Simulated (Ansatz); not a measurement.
Geometry optimisation, RKS B3LYP-D4/def2-mTZVP in Ansatz 0.2.0.

Input:

```yaml
crystal:
  periodic: [false, false, false]
  atoms:
    - { symbol: B, position_ang: [-0.002442, 0.573445, -0.257956] }
    - { symbol: F, position_ang: [0.119424, -0.356579, 2.098988] }
    - { symbol: "N", position_ang: [1.208779, 0.078145, -0.804596] }
    - { symbol: H, position_ang: [1.268907, -0.825327, -1.248889] }
    - { symbol: H, position_ang: [2.113548, 0.417638, -0.518424] }
    - { symbol: O, position_ang: [-1.229931, -0.01914, -0.433765] }
    - { symbol: H, position_ang: [-1.20042, -0.941826, -0.705741] }
    - { symbol: O, position_ang: [-0.079202, 1.796385, 0.418175] }
    - { symbol: H, position_ang: [0.750039, 2.285865, 0.4403] }
    - { symbol: H, position_ang: [-0.355301, 0.441294, 2.133808] }
basis:
  gaussian: { orbitals: def2-mTZVP }
hamiltonian:
  xc: b3lyp
  dispersion: d4
relax:
  f_tol: 0.03
  max_steps: 50
```

Command:

```bash
$ ansatz run input.yaml --threads 4 --pin off --max-ram 5120MiB --backend cpu --events-out ev --progress --plain --runs-dir out
```

Problem. Where does it end, and by what steps?

Solution. The forces met the threshold. The force dipped under the threshold on the way, but the program's further checks kept it going. After 26 steps the energy has fallen by 0.323 eV; F2 moved furthest, 2.01 Å.

```json
{"step": "0", "energy less start (eV)": "0.0000", "largest force component (eV/Å)": "0.465", "accepted": "yes"}
{"step": "1", "energy less start (eV)": "-0.0646", "largest force component (eV/Å)": "1.480", "accepted": "yes"}
{"step": "2", "energy less start (eV)": "-0.1025", "largest force component (eV/Å)": "1.678", "accepted": "yes"}
{"step": "3", "energy less start (eV)": "-0.1984", "largest force component (eV/Å)": "0.629", "accepted": "yes"}
{"step": "4", "energy less start (eV)": "-0.2383", "largest force component (eV/Å)": "0.342", "accepted": "yes"}
{"step": "5", "energy less start (eV)": "-0.2576", "largest force component (eV/Å)": "0.447", "accepted": "yes"}
{"step": "6", "energy less start (eV)": "-0.2784", "largest force component (eV/Å)": "0.474", "accepted": "yes"}
{"step": "7", "energy less start (eV)": "-0.2937", "largest force component (eV/Å)": "0.283", "accepted": "yes"}
{"step": "8", "energy less start (eV)": "-0.2978", "largest force component (eV/Å)": "0.238", "accepted": "yes"}
{"step": "9", "energy less start (eV)": "-0.3024", "largest force component (eV/Å)": "0.648", "accepted": "yes"}
{"step": "10", "energy less start (eV)": "-0.3030", "largest force component (eV/Å)": "0.546", "accepted": "yes"}
{"step": "11", "energy less start (eV)": "-0.3144", "largest force component (eV/Å)": "0.133", "accepted": "yes"}
{"step": "12", "energy less start (eV)": "-0.3161", "largest force component (eV/Å)": "0.155", "accepted": "yes"}
{"step": "13", "energy less start (eV)": "-0.3019", "largest force component (eV/Å)": "1.018", "accepted": "no"}
{"step": "14", "energy less start (eV)": "-0.2906", "largest force component (eV/Å)": "0.648", "accepted": "no"}
{"step": "15", "energy less start (eV)": "-0.3182", "largest force component (eV/Å)": "0.032", "accepted": "yes"}
{"step": "16", "energy less start (eV)": "-0.3196", "largest force component (eV/Å)": "0.050", "accepted": "yes"}
{"step": "17", "energy less start (eV)": "-0.3192", "largest force component (eV/Å)": "0.353", "accepted": "no"}
{"step": "18", "energy less start (eV)": "-0.3199", "largest force component (eV/Å)": "0.033", "accepted": "yes"}
{"step": "19", "energy less start (eV)": "-0.3205", "largest force component (eV/Å)": "0.134", "accepted": "yes"}
{"step": "20", "energy less start (eV)": "-0.3213", "largest force component (eV/Å)": "0.108", "accepted": "yes"}
{"step": "21", "energy less start (eV)": "-0.3216", "largest force component (eV/Å)": "0.080", "accepted": "yes"}
{"step": "22", "energy less start (eV)": "-0.3220", "largest force component (eV/Å)": "0.059", "accepted": "yes"}
{"step": "23", "energy less start (eV)": "-0.3222", "largest force component (eV/Å)": "0.068", "accepted": "yes"}
{"step": "24", "energy less start (eV)": "-0.3224", "largest force component (eV/Å)": "0.040", "accepted": "yes"}
{"step": "25", "energy less start (eV)": "-0.3226", "largest force component (eV/Å)": "0.022", "accepted": "yes"}
{"step": "26", "energy less start (eV)": "-0.3227", "largest force component (eV/Å)": "0.027", "accepted": "yes"}
```

```xyz
10
Properties=species:S:1:pos:R:3
B 0.217 0.186 -0.256
F -0.914 0.954 3.217
N 1.170 0.224 -1.301
H 1.054 -0.258 -2.179
H 2.034 0.742 -1.259
O -0.960 -0.512 -0.301
H -1.123 -1.006 -1.112
O 0.406 0.873 0.938
H 1.223 1.378 1.014
H -0.514 0.869 2.361
```

Run time: 22 s on 4 threads of Intel(R) Xeon(R) 6975P-C (Granite Rapids) (shared host), peak memory 0.25 GiB.
